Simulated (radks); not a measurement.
Problem. The mean radii <r> (bohr) of the occupied orbitals of an atom or ion are listed with their occupations. Calculated with a radial shooting solver on a logarithmic mesh with Libxc functionals: scalar-relativistic Kohn-Sham, PBE, spin-polarised, spherical densities, finite nucleus; Fermi nuclear charge, rms radius of each element as measured or else 0.836 A^(1/3) + 0.57 fm.

orbital  occ.      <r>
1s up       1  0.09066
1s down     1  0.09048
2s up       1   0.4002
2s down     1   0.4037
2p up       2   0.3506

Name the element and its charge. Open shells, if any, are filled with parallel spins first.

Solution. Z = 17, chlorine, charge +11: Cl11+ in [He] 2s2 2p2. The 1s radius gives Z: for a bare nucleus <r> = (2 gamma + 1)/(2Z) with gamma = sqrt(1 - (Z/c)^2), 0.08778 bohr for Z = 17, and screening makes it slightly larger (0.09066 here). The occupations add up to 6, and the charge is Z minus that.
